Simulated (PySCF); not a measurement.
Computed IR spectrum (relative IR intensity) of a molecule C₄H₄OSe. The structure is a stationary point at PBE-D3(BJ)/def2-SVP. The values are those of a single conformer. These are PBE-D3(BJ)/def2-SVP in PySCF 2.14.0 values and carry that method's errors. Frequencies are harmonic and unscaled.

```tsv
ν (cm⁻¹)	relative intensity
165	3.1
569	3.1
632	17
728	5.2
768	24
849	2.2
877	2.6
934	3.8
982	5.1
1029	3.2
1047	5.4
1190	20
1282	7.9
1355	2.2
1585	5.7
1777	100
2788	69
```

Problem. Pick the molecule that these values belong to.
(A) C1=C[Se]C=CO1
(B) O=C[C@@H]1C=C[Se]1
(C) C=C1C[Se]C1=O
(D) O=C1CC=C[Se]1

Solution. B, O=C[C@@H]1C=C[Se]1
